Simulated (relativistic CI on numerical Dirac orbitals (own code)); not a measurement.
## d4 in a ligand field

Computed with a parametric ligand-field model of a d^n configuration (Racah B and C, spin-orbit zeta, crystal field), exact diagonalisation.

Field parameters in Wybourne normalisation: Oh B⁴₀ = 21Dq, B⁴₄ = √(5/14) B⁴₀; Td as Oh with Dq negative (B⁴₀ = 21Dq, B⁴₄ = √(5/14) B⁴₀). The field is a parameter set, without covalency.

Ground term and bands for B = 480, C = 2190, ζ = 0 cm⁻¹, Oh, 10Dq = 12950 cm⁻¹?

Ground term 5E with 1.00 electrons in the two orbitals of the cubic e set. Spin-allowed: 5T2 12950 cm⁻¹ (772 nm). Lowest spin-forbidden: 3T1 60 cm⁻¹, 1T2 6151 cm⁻¹ (1626 nm), 1E 6816 cm⁻¹ (1467 nm).

A d4 ion in Oh symmetry has the ground term 3T1 and bands at 5E 1949 cm⁻¹, 1T2 10324 cm⁻¹ (969 nm), 1E 11719 cm⁻¹ (853 nm), 3E 20866 cm⁻¹ (479 nm), 3T1 21752 cm⁻¹ (460 nm), 3T2 22719 cm⁻¹ (440 nm), 3A1 24559 cm⁻¹ (407 nm). Which parameters reproduce them?

B = 930, C = 3560, ζ = 0 cm⁻¹, Oh, 10Dq = 23900 cm⁻¹.

Ground term and bands for B = 550, C = 2840, ζ = 0 cm⁻¹, Td, 10Dq = -6800 cm⁻¹?

Ground term 5T2 with 2.00 electrons in the two orbitals of the cubic e set. Spin-allowed: 5E 6800 cm⁻¹ (1471 nm). Lowest spin-forbidden: 3T1 8653 cm⁻¹ (1156 nm), 1A1 9388 cm⁻¹ (1065 nm), 3T2 10994 cm⁻¹ (910 nm).

A d4 ion in Td symmetry has the ground term 1A1 and bands at 5T2 450 cm⁻¹, 3T1 4133 cm⁻¹ (2419 nm), 3T2 7518 cm⁻¹ (1330 nm), 1T1 9882 cm⁻¹ (1012 nm), 1T2 16616 cm⁻¹ (602 nm), 1E 21055 cm⁻¹ (475 nm), 1T2 21378 cm⁻¹ (468 nm). Which parameters reproduce them?

B = 630, C = 2610, ζ = 0 cm⁻¹, Td, 10Dq = -11300 cm⁻¹.

Ground term and bands for B = 740, C = 2830, ζ = 0 cm⁻¹, Oh, 10Dq = 14250 cm⁻¹?

Ground term 5E with 1.00 electrons in the two orbitals of the cubic e set. Spin-allowed: 5T2 14250 cm⁻¹ (702 nm). Lowest spin-forbidden: 3T1 2984 cm⁻¹, 1T2 10971 cm⁻¹ (912 nm), 1E 12038 cm⁻¹ (831 nm).
